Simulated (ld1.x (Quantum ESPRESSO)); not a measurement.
## oxygen (O): one change to a TM semilocal potential, before and after

```
Element                 : O (Z = 8)
Generator               : ld1.x (Quantum ESPRESSO) 7.5
Type                    : norm-conserving Troullier–Martins (semilocal form)
Functional              : PBE
Relativity              : scalar-relativistic
Frozen core             : [He]
Valence charge          : 6
Reference configuration : 2s2 2p4
Partial waves           : 2p (bound): rc 1.80 bohr; 2s (bound): rc 0.75 bohr
Local potential         : the s channel
Core correction         : Bessel-smoothed model core inside 0.55 bohr
```

All-electron outer shells of the reference configuration (PBE, scalar-relativistic, ld1.x):

| shell | level (eV) | outermost node (bohr) | outermost maximum (bohr) |
| --- | --- | --- | --- |
| 1s | -514.70 | – | 0.13 |
| 2s | -23.96 | 0.28 | 0.87 |
| 2p | -9.03 | – | 0.82 |

Change: wave 2s (bound): rc 0.75 bohr becomes 2s (bound): rc 0.62 bohr.

Cutoffs: the cutoffs (Ry, on a coarse ladder) from which the occupation-weighted sum of valence levels, in a spherical-Bessel basis at the reference potential, stays within 10 and 1 mRy of its value at 400 Ry; they do not see the model core or the augmentation charge, which bear on the density cutoff. Errors are all-electron minus pseudo energies relative to the spin-unpolarised reference configuration.

Question: How do hardness, ghosts and transferability respond?

Answer: Of the 7 tests that both files solve, the error grows in 0 and shrinks in 2 by more than 15 % and 0.3 meV (median size 10.2 → 10.7 meV); neither file shows a bound ghost. A semilocal file is local in each channel, so a ghost entry of none says nothing of the separable form that plane-wave codes build from it.

```tsv
quantity	base	changed
cutoff, loose	80 Ry	180 Ry
cutoff, tight	200 Ry	over 300 Ry
loose cutoff by channel (10 mRy a level)	p 40 Ry, s 70 Ry	p 40 Ry, s 140 Ry
bound ghosts	none	none
error for 2s2 2p3, meV [ΔE 16.43 eV]	+10	+11
error for 2s2 2p2, meV [ΔE 50.02 eV]	+281	+285
error for 2s2 2p1, meV [ΔE 103.89 eV]	+1450	+1461
error for 2s1 2p5, meV [ΔE 14.95 eV]	-1.9	-1.3
error for 2s2 2p0, meV [ΔE 180.79 eV]	+4487	+4515
error for 2s2 2p4.3, meV [ΔE -2.12 eV]	-1.6	-1.6
error for 2s0 2p6, meV [ΔE 29.94 eV]	-5.2	-4.0
s: phases at 1.94 bohr within 0.05 rad from the reference energy up to (Ry; the scan ends near 5)	to the end of the scan	to the end of the scan
p: phases at 1.94 bohr within 0.05 rad from the reference energy up to (Ry; the scan ends near 5)	1.4	1.4
```
